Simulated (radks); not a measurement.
Task: Species: Mg IV. Configuration: 1s1.75 2s2 2p5 3s0.25 (fractional occupations, a model configuration). All-electron calculation, Dirac Kohn-Sham, PBE, spin-unpolarised, spherical densities, finite nucleus; open shells fill j = l - 1/2 first; Fermi nuclear charge, rms radius 3.057 fm. Program: a radial shooting solver on a logarithmic mesh with Libxc functionals. Some entries of the table are withheld. Estimate them.

| orbital | occ. | eigenvalue (Ry) | <1/r> (bohr^-1) | r(max) (bohr) |
|---|---|---|---|---|
| 1s1/2 | 1.75 | -99.06204 | 11.69 | 0.08468 |
| 2s1/2 | 2 | -9.92556 | 2.219 | 0.5294 |
| 2p1/2 | 2 | -7.56441 | 2.124 | (1) |
| 2p3/2 | 3 | -7.53847 | 2.116 | (2) |
| 3s1/2 | 0.25 | -2.43728 | 0.6593 | (3) |

Result: 
(1) 2p1/2 r(max) (bohr): 0.4510
(2) 2p3/2 r(max) (bohr): 0.4524
(3) 3s1/2 r(max) (bohr): 1.852
